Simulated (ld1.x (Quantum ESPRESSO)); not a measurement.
copper (Cu) PAW: all-electron and pseudo phase curves

```json
{"Element": "copper (Cu)", "Generator": "ld1.x (Quantum ESPRESSO) 7.5", "Type": "PAW", "Functional": "LDA (PZ)", "Relativity": "non-relativistic", "Frozen core": "[Ne]", "Valence charge": "19", "Reference configuration": "3s2 3p6 3d10 4s0 4p1", "Partial waves": "3s (bound): rcut 0.95, rcutus 1.00 bohr; 4s (bound, empty): rcut 0.95, rcutus 1.00 bohr; 3p (bound): rcut 1.20, rcutus 1.60 bohr; 4p (bound): rcut 1.20, rcutus 1.60 bohr; 3d (bound): rcut 0.70, rcutus 0.90 bohr; 3d channel at 0.25 Ry: rcut 0.70, rcutus 0.90 bohr", "Local potential": "all-electron potential smoothed inside 1.35 bohr (lloc = -1)", "Core correction": "Bessel-smoothed model core inside 0.70 bohr", "Augmentation charge": "PSQ, inside the norm-conserving radii"}
```

The phase is arctan(r·u′/u) with u = r·R(r), unwrapped; energies in Ry, scanned from -10 to 5 Ry. A pole is an energy at which the radial function vanishes at the test radius. The pseudo phase is shifted by a multiple of π to meet the all-electron one at the reference energy, and phase errors are pseudo minus all-electron; the curves can meet again beyond the range given. Levels narrower than the energy grid can be missing from the lists of poles.

Problem. For each channel, where are the poles, and over which energies does the pseudopotential scatter like the atom?

Solution.

| channel | radius (bohr) | reference energy (Ry) | poles, all-electron | poles, pseudo | unbroken range about the reference energy with phases within 0.05 rad | phase error 1 Ry above the reference energy (rad) |
| --- | --- | --- | --- | --- | --- | --- |
| s | 1.76 | -0.45 | -8.17 | -8.17 | the whole range | -0.000 |
| p | 1.76 | -0.14 | -5.20 | -5.20 | below 1.7 | -0.006 |
| d | 1.76 | -0.55 | -0.02 | -0.02 | the whole range | +0.000 |

Phases in the s channel:

```
E (Ry)  all-electron  pseudo
-10.00         1.355   1.355
 -9.52         1.339   1.339
 -9.04         1.309   1.309
 -8.56         1.163   1.163
 -8.08        -1.638  -1.638
 -7.60        -1.739  -1.739
 -7.12        -1.769  -1.769
 -6.64        -1.788  -1.788
 -6.16        -1.804  -1.804
 -5.68        -1.819  -1.819
 -5.20        -1.836  -1.836
 -4.72        -1.854  -1.854
 -4.24        -1.874  -1.874
 -3.76        -1.898  -1.898
 -3.28        -1.927  -1.927
 -2.80        -1.963  -1.963
 -2.32        -2.008  -2.008
 -1.84        -2.068  -2.068
 -1.36        -2.151  -2.151
 -0.88        -2.271  -2.271
 -0.40        -2.456  -2.456
  0.08        -2.750  -2.750
  0.56        -3.176  -3.176
  1.04        -3.635  -3.635
  1.52        -3.979  -3.979
  2.00        -4.199  -4.199
  2.48        -4.340  -4.340
  2.96        -4.435  -4.435
  3.44        -4.503  -4.503
  3.92        -4.554  -4.554
  4.40        -4.594  -4.595
  4.88        -4.627  -4.627
```
